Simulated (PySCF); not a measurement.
Electronic structure of Ni⁻ (nickel, charge -1) at the r2SCAN0 level

Configuration: [Ar] 3d9 4s2, 2D determinant. Computed with PySCF 2.14 in aug-cc-pVTZ-DK (8s7p5d3f2g, 93 functions), with scalar relativity by spin-free X2C-1e.

| Property | Result |
| --- | --- |
| Total energy | -1520.517 hartree |
| One-electron energy | -2119.892 hartree |
| Hartree (Coulomb) energy | 663.393 hartree |
| Exchange-correlation energy | -64.018 hartree |
| ⟨S²⟩ | 0.7598 |
| ⟨L²⟩ | 6.036 |
| Sum of ⟨r⟩ | 25.89 bohr |
| Sum of ⟨r²⟩ | 60.76 bohr² |
| Traceless quadrupole moment −½Σ⟨3z² − r²⟩ along its main axis | -0.470 e·bohr² |
| Langevin diamagnetic susceptibility | -48.1 ×10⁻⁶ cm³/mol |
| Time after the integrals | of the order of 13 core-seconds |

| shell | electrons | mean orbital energy (hartree) | spread (hartree) | rms radius, mean of both spins (bohr) |
| --- | --- | --- | --- | --- |
| 1s α | 1 | -303.64226 | 0 | 0.0624 |
| 1s β | 1 | -303.64174 | 0 | 0.0624 |
| 2s α | 1 | -36.55335 | 0 | 0.265 |
| 2s β | 1 | -36.52486 | 0 | 0.265 |
| 2p α | 3 | -31.31151 | 0.03358 | 0.238 |
| 2p β | 3 | -31.28769 | 0.01034 | 0.238 |
| 3s α | 1 | -4.02131 | 0 | 0.798 |
| 3s β | 1 | -3.94980 | 0 | 0.798 |
| 3p α | 3 | -2.47346 | 0.07066 | 0.854 |
| 3p β | 3 | -2.39951 | 0.00816 | 0.854 |
| 3d α | 5 | -0.04255 | 0.08252 | 1.36 |
| 3d β | 4 | -0.00011 | 0.06640 | 1.36 |
| 4s α | 1 | 0.00863 | 0 | 4.36 |
| 4s β | 1 | 0.01513 | 0 | 4.36 |

At r2SCAN0 the highest occupied level has a positive energy, so only the finite basis holds that electron; in a semilocal or global hybrid functional this comes from self-interaction and does not mean that the real anion is unbound.

Densities and radii are taken from the X2C orbitals without a picture-change correction, which distorts them close to the nucleus.
